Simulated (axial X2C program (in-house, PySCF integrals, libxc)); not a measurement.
**Levels of GaHg by electron attachment to GaHg⁺ (EOM-EA-CCSD)**

Computed with an in-house all-electron X2C program for linear molecules (integrals from PySCF): two-component X2C with atomic mean-field Coulomb and Gaunt terms, Gaussian nuclei, basis Hg dyall-acv3z, Ga dyall-acv3z with contracted cores.

R = 2.742 Å (near the PBE0 minimum at charge 0 of the determinant lowest at the starting distance; the state shown can have its own minimum elsewhere).

Levels of GaHg obtained by attaching an electron to GaHg⁺:

```
  Ω  binding energy (eV)  above lowest (cm⁻¹)                  attached spinor  one-particle weight
1/2                5.527                    0             70% Ga pπ, 21% Hg pπ                 0.95
3/2                5.395                 1063   75% Ga pπ, 17% Hg pπ, 6% Hg dπ                 0.95
1/2                5.112                 3341  41% Ga pσ, 34% Hg pσ, 10% Hg sσ                 0.95
1/2                3.051                19971  51% Hg pπ, 25% Ga dπ, 12% Ga pπ                 0.94
3/2                2.790                22072  53% Hg pπ, 27% Ga dπ, 11% Ga pπ                 0.95
1/2                2.460                24737  40% Ga sσ, 29% Hg sσ, 14% Hg pσ                 0.98
1/2                2.047                28062  43% Ga pσ, 24% Hg sσ, 23% Hg pσ                 0.98
```

(1) Take the first Ω = 1/2 and Ω = 3/2 rows of π character: how far apart are they, and which lies lower?

This point took 23 s on 1 thread of Intel(R) Xeon(R) 6975P-C (Granite Rapids) (shared host).

Reference electrons by ω block (each with its −ω partner): 1/2: 32, 3/2: 16, 5/2: 6, 7/2: 1. 14 electrons of GaHg⁺ correlated (inner shells frozen), 92 natural virtual spinors (a truncated set); levels can be off by some tenths of an eV. Roots sought by Ω: (1/2: 5, 3/2: 4, 5/2: 2, 7/2: 1); rows need 60 % one-particle weight and stop where some Ω has no more roots. Missing are any skipped roots, higher Ω and states of a further excitation; these come out far too high here and may in truth be low or lowest. T1 of the reference 0.018 (Lee–Taylor). The reference was not checked to be the lowest state of its species. Number of frozen shells: Hg 5 s, 4 p, 2 d, 1 f; Ga 3 s, 2 p, 1 d.

Answers

(1) E(3/2) − E(1/2) = 1063 − 0 = 1063 cm⁻¹ at EOM-EA-CCSD: regular, Ω = 1/2 lower. Splittings at this level can be off by ten to twenty per cent.
